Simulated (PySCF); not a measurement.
Compound: C7H7N3.
SMILES: `CN(C)C(=C=CC#N)C#N`

Computed, not measured: PBE0-D3(BJ)/def2-SVP geometry optimisation, gas phase in PySCF.

Take the most abundant isotopes and a rigid rotor. 

Task: What are A, B and C (MHz)?

Result: Ia = 261.55, Ib = 626.53, Ic = 805.42 u·Å²; 505379 MHz·u·Å²/I gives A = 1932, B = 806.6, C = 627.5 MHz.

Task: Classify the top.

Result: An asymmetric top: κ = (2 × 806.6 − 1932 − 627.5)/(1932 − 627.5) = -0.73.

Task: What does the inertial defect say?

Result: Not planar: Δ = Ic − Ia − Ib = -82.67 u·Å². For a rigid frame Δ = −2 Σ m c², so Σ m c² = 41.33 u·Å² lies off the ab plane: 9.65 from hydrogen and 31.68 from heavier atoms. The atom farthest from that plane is 1.89 Å away.

Task: Give the other two planar moments, Paa and Pbb, and the rms extents of the mass along the axes.

Result: Paa = Σ m a² = (Ib + Ic − Ia)/2 = 585.20 and Pbb = Σ m b² = (Ia + Ic − Ib)/2 = 220.22 u·Å². With the mass M = 133.06 u, the rms extents √(P/M) along a, b and c are 2.10, 1.29, 0.56 Å.

Task: Which lines would a microwave search look for?

Result: The dipole components are |μa| = 3.22 D, |μb| = 4.06 D, |μc| = 1.78 D. Intensities carry the squares of the components, which stand as 0.63 : 1.00 : 0.19 (a : b : c). Some lines, for components of 0.1 D or more:

| type | branch | J(Ka,Kc) | MHz | lower level (cm⁻¹) |
| --- | --- | --- | --- | --- |
| c | Q | 5(1,5) ← 5(0,5) | 371 | 0.697 |
| c | Q | 3(1,3) ← 3(0,3) | 763 | 0.284 |
| b | R | 3(1,2) ← 2(2,1) | 1181 | 0.306 |
| b | Q | 5(1,4) ← 5(0,5) | 3020 | 0.697 |
| b | R | 5(1,4) ← 4(2,3) | 4726 | 0.640 |
| b | R | 3(1,3) ← 2(0,2) | 4988 | 0.143 |
| b | Q | 5(2,4) ← 5(1,5) | 5051 | 0.709 |
| a | R | 4(1,4) ← 3(1,3) | 5342 | 0.309 |
| a | R | 4(3,2) ← 3(3,1) | 5772 | 0.652 |
| a | R | 4(1,3) ← 3(1,2) | 6051 | 0.345 |
| b | R | 2(2,1) ← 1(1,0) | 6424 | 0.091 |
| a | R | 5(1,5) ← 4(1,4) | 6649 | 0.487 |
| a | R | 5(3,3) ← 4(3,2) | 7225 | 0.845 |
| a | R | 5(1,4) ← 4(1,3) | 7517 | 0.547 |
| b | Q | 5(4,1) ← 5(3,2) | 8426 | 1.087 |
| b | Q | 5(4,2) ← 5(3,3) | 8463 | 1.086 |
| c | Q | 4(4,1) ← 4(3,1) | 8465 | 0.845 |
| b | Q | 4(4,1) ← 4(3,2) | 8474 | 0.845 |
| b | R | 5(2,4) ← 4(1,3) | 9918 | 0.547 |
| c | R | 5(2,3) ← 4(1,3) | 10537 | 0.547 |
| b | Q | 5(5,0) ← 5(4,1) | 10895 | 1.368 |
| b | R | 4(3,1) ← 3(2,2) | 11869 | 0.449 |
| b | R | 5(3,3) ← 4(2,2) | 13082 | 0.649 |
| b | R | 4(4,1) ← 3(3,0) | 14245 | 0.652 |
| c | R | 4(4,1) ← 3(3,1) | 14246 | 0.652 |
| b | R | 4(4,0) ← 3(3,1) | 14246 | 0.652 |
| b | R | 5(4,2) ← 4(3,1) | 15679 | 0.845 |
| b | R | 5(4,1) ← 4(3,2) | 15689 | 0.845 |

Task: Estimate the classical rotational partition function at 10 K, 100 K and 298.15 K.

Result: Point group C1, symmetry number σ = 1; q = (√π/σ)·√((kT/h)³/(ABC)), k/h = 20836.6 MHz/K: 5390 at 10 K, 170000 at 100 K, 878000 at 298.15 K.

Whether it is a minimum is left open (no frequencies). Zero-point vibration and centrifugal distortion are left out. A rigid rotor knows nothing of internal rotation, which can split or shift real lines. Quadrupole hyperfine structure (14N) is left out.

The values belong to the conformer `[CH3:1][N:2]([CH3:3])[C:4](=[C:5]=[CH:6][C:7]#[N:8])[C:9]#[N:10]`: C1–N2–C4–C5 -150°.
